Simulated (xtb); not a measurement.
xtb input:

```bash
xtb mol.xyz --gfn 2 --ohess tight --chrg -1 --uhf 0
```
mol.xyz:
```
4

Si    -0.23715219    -0.28725923    -0.27989350
Cl     1.71336137    -0.13519712    -0.18761579
H     -0.73900018     1.07410852    -0.64076099
H     -0.73997113    -0.65236988     1.07860899
```

Question: Which total energy does the run end on?

Answer: -7.48206 Eh (GFN2-xTB).

It need not be the lowest isomer of its formula. Whether it binds its extra electron was not tested at this geometry.
